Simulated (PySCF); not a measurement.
Ionisation energy along the 13-electron series

Calculated with PySCF 2.14 and a two-component X2C-1e Hamiltonian (Gaussian nucleus, no Breit or QED terms), each ion in its own even-tempered basis scaled to its charge; GMP2 freezes 1s2 and drops the highest virtual spinors. Values in eV. NIST values: (m) measured, (s) semi-empirical, (t) theoretical.

| ion | configuration | GHF (spin-free) | GMP2 (spin-free) | GHF (screened spin-orbit) | GMP2 (screened spin-orbit) | NIST |
| --- | --- | --- | --- | --- | --- | --- |
| Nd⁴⁷⁺ | [Ne] 3s2 3p1 | 3904.8 | 3905.2 | 4000.8 | 4001.0 | 3997 ± 4 (t) |
| Sm⁴⁹⁺ | [Ne] 3s2 3p1 | 4229.3 | 4229.8 | 4341.5 | 4341.7 | 4337 ± 4 (t) |

Q: Fill in the row of Pm⁴⁸⁺.

A: configuration: [Ne] 3s2 3p1; GHF (spin-free): 4065.3; GMP2 (spin-free): 4065.8; GHF (screened spin-orbit): 4169.1; GMP2 (screened spin-orbit): 4169.3; NIST: 4166 ± 4 (t).
